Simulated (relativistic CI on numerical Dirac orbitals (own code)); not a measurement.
# Sr III: calculation against measurement

Computed by Dirac-Coulomb-Breit CI, KLI orbitals optimised for each configuration, model QED, valence Slater integrals scaled by 0.85, P86 correlation energy added to each configuration (own radial code, finite nucleus).

Configuration list (outside the closed core [Ar] 3d10): 4s2 4p6, 4s2 4p5 4d, 4s2 4p5 5s, 4s 4p6 4d, 4s2 4p5 5p, 4s2 4p5 6s, 4s2 4p5 5d, 4s2 4p5 4f, 4s2 4p5 6p, 4s2 4p5 7s, 4s2 4p5 6d, 4s2 4p5 5f, 4s2 4p5 7p, 4s2 4p5 5g, 4s2 4p5 7d, 4s 4p6 5s, 4p6 4d2, 4p5 4d3, 4p5 4d2 5s, 4p5 4d2 5p, 4p5 4d2 6s, 4p5 4d2 5d. Double excitations out of closed p, d and f shells are left out; levels of such configurations are missing from the list, as are those of other unlisted configurations, and high levels can miss mixing partners. These lack a partner that the ground configuration has and come out too high: 4s2 4p5 4f, 4s2 4p5 6p, 4s2 4p5 7s, 4s2 4p5 6d, 4s2 4p5 5f.

| Configuration | Term (tabulated) | J | Measured (cm⁻¹) | Computed | Error | Purity (%) |
| --- | --- | --- | --- | --- | --- | --- |
| 4s2 4p6 | 1S | 0 | 0.0 | 0 | 0 | 100 |
| 4s2 4p5 4d | 2[1/2]° | 0 | 176434.8 | 177498 | 1063 | 99 |
| 4s2 4p5 4d | 2[1/2]° | 1 | 177698.2 | 178733 | 1035 | 97 |
| 4s2 4p5 4d | 2[3/2]° | 2 | 180213.5 | 181203 | 989 | 90 |
| 4s2 4p5 4d | 2[7/2]° | 4 | 183123.4 | 184061 | 938 | 100 |
| 4s2 4p5 4d | 2[7/2]° | 3 | 185105.9 | 186222 | 1116 | 88 |
| 4s2 4p5 4d | 2[5/2]° | 2 | 187564.7 | 188859 | 1294 | 77 |
| 4s2 4p5 5s | 2[3/2]° | 2 | 192655.9 | 195784 | 3129 | 95 |
| 4s2 4p5 4d | 2[5/2]° | 3 | 193106.3 | 194353 | 1247 | 61 |
| 4s2 4p5 5s | 2[3/2]° | 1 | 194411.5 | 197542 | 3130 | 47 |
| 4s2 4p5 4d | 2[5/2]° | 2 | 196290.1 | 198133 | 1843 | 48 |
| 4s2 4p5 4d | 2[3/2]° | 1 | 197226.0 | 198665 | 1439 | 91 |
| 4s2 4p5 4d | 2[3/2]° | 2 | 198738.1 | 200321 | 1583 | 55 |
| 4s2 4p5 4d | 2[5/2]° | 3 | 199916.0 | 201261 | 1345 | 54 |
| 4s2 4p5 5s | 2[1/2]° | 0 | 202081.3 | 205364 | 3283 | 99 |
| 4s2 4p5 5s | 2[1/2]° | 1 | 203342.0 | 206628 | 3286 | 50 |
| 4s2 4p5 5p | 2[1/2] | 1 | 221795.4 | 222866 | 1070 | 88 |
| 4s2 4p5 5p | 2[5/2] | 2 | 225310.7 | 227190 | 1879 | 57 |
| 4s2 4p5 5p | 2[5/2] | 3 | 225843.1 | 227557 | 1714 | 100 |
| 4s2 4p5 5p | 2[3/2] | 1 | 227495.4 | 229290 | 1794 | 47 |
| 4s2 4p5 5p | 2[3/2] | 2 | 228539.0 | 230149 | 1610 | 69 |
| 4s2 4p5 4d | 2[3/2]° | 1 | 228708.7 | 231204 | 2495 | 79 |
| 4s2 4p5 5p | 2[1/2] | 0 | 232236.6 | 233837 | 1601 | 73 |
| 4s2 4p5 5p | 2[3/2] | 1 | 234753.4 | 236751 | 1998 | 67 |
| 4s2 4p5 5p | 2[3/2] | 2 | 236636.5 | 238424 | 1788 | 40 |
| 4s2 4p5 5p | 2[1/2] | 1 | 236855.6 | 238480 | 1624 | 65 |
| 4s2 4p5 5p | 2[1/2] | 0 | 241000.5 | 242781 | 1780 | 71 |
| 4s2 4p5 5d | 2[1/2]° | 0 | 268448.6 | 269110 | 662 | 99 |
| 4s2 4p5 6s | 2[3/2]° | 2 | 268660.4 | 269388 | 727 | 95 |
| 4s2 4p5 5d | 2[1/2]° | 1 | 268961.0 | 269603 | 642 | 78 |
| 4s2 4p5 6s | 2[3/2]° | 1 | 269388.3 | 270229 | 840 | 56 |
| 4s2 4p5 5d | 2[7/2]° | 4 | 269810.7 | 270251 | 441 | 100 |
| 4s2 4p5 5d | 2[3/2]° | 2 | 270011.5 | 270576 | 565 | 60 |
| 4s2 4p5 5d | 2[7/2]° | 3 | 270340.6 | 270745 | 405 | 62 |
| 4s2 4p5 5d | 2[5/2]° | 2 | 271165.0 | 271545 | 380 | 45 |
| 4s2 4p5 5d | 2[5/2]° | 3 | 271723.4 | 272010 | 286 | 65 |
| 4s2 4p5 5d | 2[3/2]° | 1 | 275109.5 | 276486 | 1377 | 76 |
| 4s2 4p5 6s | 2[1/2]° | 0 | 278375.2 | 279215 | 840 | 100 |
| 4s2 4p5 6s | 2[1/2]° | 1 | 278706.2 | 279595 | 889 | 61 |
| 4s2 4p5 5d | 2[5/2]° | 2 | 279794.6 | 280321 | 526 | 69 |
| 4s2 4p5 4f | 2[3/2] | 1 | 279824.2 | 283938 | 4114 | 90 |
| 4s2 4p5 5d | 2[3/2]° | 2 | 280126.4 | 280656 | 530 | 42 |
| 4s2 4p5 4f | 2[3/2] | 2 | 280180.6 | 284363 | 4182 | 80 |
| 4s2 4p5 5d | 2[5/2]° | 3 | 280523.9 | 280967 | 443 | 36 |
| 4s2 4p5 4f | 2[9/2] | 5 | 280662.3 | 285042 | 4380 | 100 |
| 4s2 4p5 4f | 2[9/2] | 4 | 280806.8 | 285263 | 4456 | 51 |
| 4s2 4p5 4f | 2[5/2] | 3 | 280920.7 | 285266 | 4345 | 57 |
| 4s2 4p5 4f | 2[5/2] | 2 | 281821.4 | 286215 | 4393 | 56 |
| 4s2 4p5 4f | 2[7/2] | 3 | 281886.4 | 286191 | 4304 | 39 |
| 4s2 4p5 4f | 2[7/2] | 4 | 281955.9 | 286243 | 4287 | 68 |
| 4s2 4p5 5d | 2[3/2]° | 1 | 284397.7 | 287577 | 3179 | 62 |
| 4s2 4p5 4f | 2[5/2] | 3 | 290733.5 | 294991 | 4258 | 41 |
| 4s2 4p5 4f | 2[7/2] | 3 | 290831.4 | 295279 | 4447 | 68 |
| 4s2 4p5 4f | 2[7/2] | 4 | 290926.6 | 295383 | 4457 | 37 |
| 4s2 4p5 4f | 2[5/2] | 2 | 291211.9 | 295592 | 4380 | 52 |
| 4s2 4p5 5f | 2[3/2] | 1 | 303474.5 | 306921 | 3447 | 91 |
| 4s2 4p5 5f | 2[9/2] | 5 | 304102.0 | 307675 | 3573 | 100 |
| 4s2 4p5 5g | 2[5/2]° | 2 | 305981.3 | 308340 | 2358 | 100 |
| 4s2 4p5 5g | 2[11/2]° | 6 | 306059.1 | 308416 | 2356 | 100 |

Measured levels from Sansonetti, J. Phys. Chem. Ref. Data 41, 013102 (2012); pairs were made by configuration, J and term (by order where the table uses no LS term), so strongly mixed levels may be paired wrongly.

Mean error by configuration (cm⁻¹): 4s2 4p5 4d 1366; 4s2 4p5 5s 3207; 4s2 4p5 5p 1686; 4s2 4p5 5d 786; 4s2 4p5 6s 824; 4s2 4p5 4f 4334; 4s2 4p5 5f 3510; 4s2 4p5 5g 2357. Over the excited levels the mean absolute error is 2113 cm⁻¹ (58 of the 69 excited levels that our extract of the source holds in range could be paired, and the others can miss by more), and the median relative error of those above 1,000 cm⁻¹ is 0.75 %.
